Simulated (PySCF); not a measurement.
Isomers of C6H4F3N, one GFN2-xTB conformer each. Single-point energies are computed at PBE0/pcSseg-1 (PySCF, gas phase, no added dispersion term), electronic only.

Question: Rank them by PBE0/pcSseg-1 energy, lowest first (kJ/mol).
A. `[CH:1]#[C:2][C@@H:3]([N:4]=[CH2:5])[C:6]([F:7])=[C:8]([F:9])[F:10]` with C2–C3–N4–C5 9°, C2–C3–C6–F7 -60°
B. `[H]/[N:6]=[C:5](\[C:3]([C:2]#[CH:1])=[CH2:4])[C:7]([F:8])([F:9])[F:10]` with C2–C3–C5–N6 0°
C. `CC(=C=CC(F)(F)F)C#N`
D. `C[C@H](C#CC#N)C(F)(F)F`
E. `N#C[C@H]1CC=C1C(F)(F)F`

Answer: E (0.0), C (21.0), D (22.5), B (116.6), A (260.5).

As drawn, the lowest has a four-membered ring and a C≡N group, which the highest lacks; the highest has a C≡C bond and a C=N bond, which the lowest lacks. Neighbours under 10 kJ/mol apart (CC(=C=CC(F)(F)F)C#N and C[C@H](C#CC#N)C(F)(F)F) can change places with a better method, another conformer or zero-point energy. GFN2-xTB itself gives, in the same order: 0.0, 31.6, 20.3, 110.0, 163.5. Both levels put the same isomer lowest; measured from each level's own lowest isomer, the values differ by up to 97.0 kJ/mol (C#C[C@@H](N=C)C(F)=C(F)F: 163.5 against 260.5).

Q: Which frontier levels, dipoles and rotational constants go with these structures?

A: 
| SMILES | HOMO (eV, PBE0/pcSseg-1) | LUMO (eV) | dipole (D) | A, B, C (MHz) |
| --- | --- | --- | --- | --- |
| N#C[C@H]1CC=C1C(F)(F)F | -8.83 | -1.27 | 4.88 | 2060, 1067, 840.3 |
| CC(=C=CC(F)(F)F)C#N | -8.52 | -1.76 | 3.82 | 2597, 667.9, 599.4 |
| C[C@H](C#CC#N)C(F)(F)F | -8.82 | -1.61 | 4.51 | 2715, 671.0, 603.2 |
| [H]/N=C(\C(=C)C#C)C(F)(F)F | -7.90 | -2.31 | 3.68 | 2598, 938.8, 783.9 |
| C#C[C@@H](N=C)C(F)=C(F)F | -7.54 | -0.75 | 2.48 | 2121, 834.4, 803.9 |
